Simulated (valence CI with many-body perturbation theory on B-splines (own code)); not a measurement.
**Sensitivity of CI+MBPT for Zn XVII**

Computed by valence CI with perturbative core correlation (CI+MBPT): four valence electrons over a frozen Dirac-Fock core [Ne], a basis of 6 s, 6 p, 5 d, 3 f, 1 g functions for each j, with the one-electron correlation potential Σ1 (screened to all orders), the two-electron term Σ2, the three-electron term Σ3, Breit, model QED; selected single and double excitations, second order for the rest, scaled by the run's own slope (own B-spline code, finite nucleus).

No measured levels were compared; by estimate levels of excited configurations hold to 0.05 to 0.15 % of their energy, terms of the ground configuration to about 0.5 %.

The reference run has the lowest level 3s2 3p2 3P_0 and an ionisation energy of 576.998 eV. Its largest variational space holds 9993 state functions.

Names give the largest LS component (configuration and term), which can be under half, so a name can repeat, a term be missing and a line seem to break the LS rules; names also repeat where a configuration has a term twice.

Changed runs:
A. scale of Σ1 1 → 0.9
B. size limit of the variational space 10000 → 1500
C. natural orbitals for correlation on → off; Breit term on → off; QED terms on → off
D. correlating orbitals by l 3 3 3 2 1 → 0 0 0 0 0 (bad on purpose)

Excitation energies of the reference run in cm⁻¹, and shifts in cm⁻¹:

| Level | Reference | A | B | C | D |
| --- | --- | --- | --- | --- | --- |
| 3s2 3p2 3P_1 | 22930 | -12 | -2.1 | +477 | -182 |
| 3s2 3p2 3P_2 | 38885 | -15 | -2.6 | +1032 | +150 |
| 3s2 3p2 1D_2 | 82831 | -26 | -5.1 | +2086 | +1103 |
| 3s2 3p2 1S_0 | 137272 | -27 | -0.8 | +2697 | +2044 |
| 3s 3p3 5S°_2 | 298984 | +73 | -1.2 | -335 | -2342 |
| 3s 3p3 3D°_1 | 387565 | +70 | -2.4 | +1166 | -140 |
| 3s 3p3 3D°_2 | 388326 | +68 | -6.5 | +1256 | -168 |
| 3s 3p3 3D°_3 | 396795 | +63 | -8.1 | +1702 | -235 |
| 3s 3p3 3P°_0 | 444885 | +61 | +0.2 | +2058 | +662 |
| 3s 3p3 3P°_1 | 447379 | +60 | -4.3 | +2215 | +590 |
| 3s 3p3 3P°_2 | 448987 | +59 | -11 | +2197 | +450 |
| 3s 3p3 1D°_2 | 489564 | +56 | -15 | +2446 | +448 |
| Ionisation energy (eV) | 576.998 | -0.073 | +2.5e-05 | +0.079 | -0.205 |
